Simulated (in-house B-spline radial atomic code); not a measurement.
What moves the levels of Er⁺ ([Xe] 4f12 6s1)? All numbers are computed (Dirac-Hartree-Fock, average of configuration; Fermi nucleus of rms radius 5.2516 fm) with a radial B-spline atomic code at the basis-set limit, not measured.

Baseline run (computed): total energy -13092.0474 hartree, 1s1/2 at -2125.473 hartree, 6s1/2 at -11.061 eV with <r> = 3.849 bohr.

Scaling the speed of light c (a factor of 100 is close to the non-relativistic limit):

| c/c0 | ΔE (hartree) | 6s1/2 level (eV) | 6s1/2 <r> (bohr) |
| --- | --- | --- | --- |
| 0.9 | -164.62 | -11.2787 | 3.777 |
| 0.98 | -28.108 | -11.0975 | 3.837 |
| 1.02 | 26.164 | -11.0276 | 3.86 |
| 2 | 459.53 | -10.5089 | 4.047 |
| 100 | 594.39 | -10.3599 | 4.105 |

Changing the nucleus:

```
                                          nucleus  ΔE (eV)
         Gaussian nucleus of rms radius 5.2516 fm   -0.222
uniform spherical nucleus of rms radius 5.2516 fm   0.0584
           Gaussian nucleus of rms radius 0.01 fm    -36.5
            Fermi nucleus of rms radius 5.1466 fm    -1.25
            Fermi nucleus of rms radius 5.3566 fm     1.27
```

A larger nucleus binds the electrons less, roughly as the density at the nucleus times the change of the nuclear <r²>. At equal rms radius the shape enters only through higher moments. A radius of 0.01 fm is nearly a point.

The nuclear charge is raised by 0.1. What does the Hellmann-Feynman theorem predict for the energy, and what is found?

dE/dZ ≈ -Σ<1/r>, which is -476.305 at the start and -477.364 at the end; their mean times 0.1 is -47.683 hartree, and the two runs differ by -47.682 hartree.
